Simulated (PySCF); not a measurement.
Compound: C4H4F3N3O.
Geometry (PBE0-D3(BJ)/def2-SVP, Å), atoms numbered from 1 in this order:
```xyz
15
C4H4F3N3O angstrom
C     -2.6837    0.4347   -0.0619
C     -1.3693   -0.2328    0.1352
N     -1.2465   -1.5092    0.4463
N      0.0869   -1.6713    0.5267
C      0.6901   -0.5039    0.2639
O      2.0344   -0.4325    0.2904
C      2.6416    0.7719    0.0547
F      3.9375    0.5587    0.1679
F      2.2776    1.6828    0.9368
F      2.3824    1.2201   -1.1592
N     -0.1792    0.4307    0.0107
H     -3.2964    0.3716    0.8492
H     -3.2488   -0.0416   -0.8763
H     -2.5223    1.4904   -0.3100
H      0.5021   -2.5656    0.7563
```

Method: PBE0-D3(BJ)/def2-SVP geometry optimisation, gas phase in PySCF.

Masses are those of the commonest isotopes; rigid-rotor values at the optimised geometry. The values belong to one conformer with, in the numbering `[CH3:1][c:2]1[n:3][nH:4][c:5]([O:6][C:7]([F:8])([F:9])[F:10])[n:11]1`, N4–C5–O6–C7 -178°.

Question: Give the principal moments of inertia and the rotational constants in GHz.

Answer: Ia = 185.56, Ib = 756.99, Ic = 851.63 u·Å²; 505379 MHz·u·Å²/I gives 2723, 667.6 and 593.4 MHz, that is A = 2.7235, B = 0.6676, C = 0.5934 GHz.

Question: What kind of rotor is it?

Answer: A near-prolate asymmetric top. Ray's parameter κ = (2B − A − C)/(A − C) = -0.930; −1 is the prolate and +1 the oblate limit.

Question: Is it planar, by Δ = Ic − Ia − Ib?

Answer: Not planar: Δ = Ic − Ia − Ib = -90.92 u·Å². For a rigid frame Δ = −2 Σ m c², so Σ m c² = 45.46 u·Å² lies off the ab plane: 1.59 from hydrogen and 43.87 from heavier atoms. The atom farthest from that plane is 1.08 Å away.

Question: Give the other two planar moments, Paa and Pbb, and the rms extents of the mass along the axes.

Answer: Paa = Σ m a² = (Ib + Ic − Ia)/2 = 711.52 and Pbb = Σ m b² = (Ia + Ic − Ib)/2 = 140.10 u·Å². With the mass M = 167.03 u, the rms extents √(P/M) along a, b and c are 2.06, 0.92, 0.52 Å.

Question: List the rotational levels J(Ka,Kc) to J = 3 (cm⁻¹).

Answer: Above 0(0,0):
J = 1: 1(0,1) 0.0421, 1(1,1) 0.1106, 1(1,0) 0.1131
J = 2: 2(0,2) 0.1261, 2(1,2) 0.1923, 2(1,1) 0.1997, 2(2,1) 0.4054, 2(2,0) 0.4055
J = 3: 3(0,3) 0.2521, 3(1,3) 0.3147, 3(1,2) 0.3296, 3(2,2) 0.5316, 3(2,1) 0.5320, 3(3,1) 0.8807, 3(3,0) 0.8807
Those of J = 1 are B + C, A + C and A + B.

Question: Which types of transition are allowed, and where do some lines up to J = 5 fall?

Answer: The dipole components are |μa| = 0.37 D, |μb| = 1.72 D, |μc| = 0.00 D; the mirror of this Cs structure is the ab plane, so μc vanishes by symmetry (the 0.02 D computed is a residue) and there are no c-type lines. The squared components, which scale the intensities, stand as 0.05 : 1.00 (a : b). Some lines, for components of 0.1 D or more:

```csv
type,branch,"J(Ka,Kc)",MHz,lower level (cm⁻¹)
a,Q,"3(1,2) ← 3(1,3)",445,0.315
b,R,"2(0,2) ← 1(1,1)",464,0.111
b,R,"5(1,4) ← 4(2,3)",570,0.700
a,R,"1(0,1) ← 0(0,0)",1261,0.000
b,R,"3(0,3) ← 2(1,2)",1792,0.192
b,Q,"4(1,3) ← 4(0,4)",2488,0.420
b,Q,"5(1,4) ← 5(0,5)",2704,0.629
a,R,"3(1,3) ← 2(1,2)",3671,0.192
b,R,"5(0,5) ← 4(1,4)",4520,0.478
a,R,"4(2,3) ← 3(2,2)",5043,0.532
a,R,"4(3,2) ← 3(3,1)",5048,0.881
b,Q,"4(2,2) ← 4(1,3)",5941,0.503
a,R,"5(2,4) ← 4(2,3)",6301,0.700
a,R,"5(4,2) ← 4(4,1)",6310,1.538
a,R,"5(4,1) ← 4(4,0)",6310,1.538
b,R,"4(1,4) ← 3(0,3)",6771,0.252
b,R,"5(1,5) ← 4(0,4)",7858,0.420
b,R,"3(2,2) ← 2(1,1)",9951,0.200
b,R,"3(2,1) ← 2(1,2)",10183,0.192
b,R,"4(3,2) ← 3(2,1)",15504,0.532
b,Q,"5(5,0) ← 5(4,1)",18832,1.748
```

Question: Estimate the classical rotational partition function at 50 K, 100 K and 500 K.

Answer: Point group Cs, symmetry number σ = 1; q = (√π/σ)·√((kT/h)³/(ABC)), k/h = 20836.6 MHz/K: 57400 at 50 K, 162000 at 100 K, 1810000 at 500 K.

Not checked by PBE0-D3(BJ)/def2-SVP frequencies. Zero-point vibration and centrifugal distortion are left out. A rigid rotor knows nothing of internal rotation, which can split or shift real lines. Quadrupole hyperfine structure (14N) is left out.
